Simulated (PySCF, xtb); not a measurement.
TiFH3, SMILES [F][TiH3], multiplicity 1.

GFN2-xTB (xtb 6.7.1) at its own geometry gives an orbital gap of 2.49 eV and a dipole moment of 0.31 D.

Geometry optimised at PBE0-D3(BJ)/def2-TZVP. The multiplicity is an assumed one; no other spin state was optimised. The structure was generated by enumeration; whether it is a known compound was not checked.

Q: What does CAM-B3LYP/def2-TZVPD (PySCF) give? (The exact figures need the calculation; the answer reports its results.)

A: gap 8.75 eV (levels -10.59 and -1.84 eV), dipole 0.71 D.
